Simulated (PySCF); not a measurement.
Numbering as in the mapped SMILES `[CH2:1]=[C:2]([CH:3]=[O:4])[O:5][SiH2:6][N:7]([SiH3:8])[SiH3:9]`; H(Xn) means a hydrogen on atom n. Ha(C1) is cis to C3; Hb(C1) is trans to C3.

- σ from GIAO-PBE0/pcSseg-1
- geometry: GFN2-xTB
- run in PySCF
- fast rotation and ring inversion assumed for equivalent nuclei, a single conformation, in vacuum, relativity neglected

Shifts are taken against calculated references (same method and geometry level): 13C (186.93 ppm) and 1H (31.72 ppm) and 29Si (349.16 ppm) against TMS; 17O (336.08 ppm) against H2O; 15N (267.73 ppm) against NH3.

```csv
atoms,nucleus,count,δ (ppm)
H(Si8)/H(Si9),1H,6,4.78
H(Si6),1H,2,?
C2,13C,1,162.4
N7,15N,1,?
Si6,29Si,1,?
H(C3),1H,1,9.25
C1,13C,1,120.7
C3,13C,1,196.1
O5,17O,1,113.3
Ha(C1),1H,1,5.61
Si8/Si9,29Si,2,-53.2
Hb(C1),1H,1,?
O4,17O,1,622.0
```

Complete the table.

Results:


- Hb(C1): 6.23 ppm, hydrogen on a β carbon of a C=C–C=O unit; a vinylic proton, deshielded by the sp2 carbon and the C=C anisotropy
- H(Si6): 5.62 ppm, hydrogen on a silicon bonded to N, O
- Si6: -28.7 ppm, silicon bonded to N, O, 2 H
- N7: 10.5 ppm, nitrogen bonded to 3 Si

Shifts are as computed. Against solution values, carbons near 30 ppm lie about +3 ppm off and those near 130 ppm about +5 ppm. Of 1309 compounds with measured shifts, 239 miss one by over three times the rms of a fit or turn the order of signals round; such compounds aren't used in these exercises. Unscaled 17O shifts of doubly bonded oxygen tend to come out too high, by tens of ppm or more. Experimental scales use liquid or dissolved standards, which lie at an offset from isolated NH3 (liquid NH3: subtract about 20 ppm) and H2O (liquid H2O: subtract about 36 ppm).
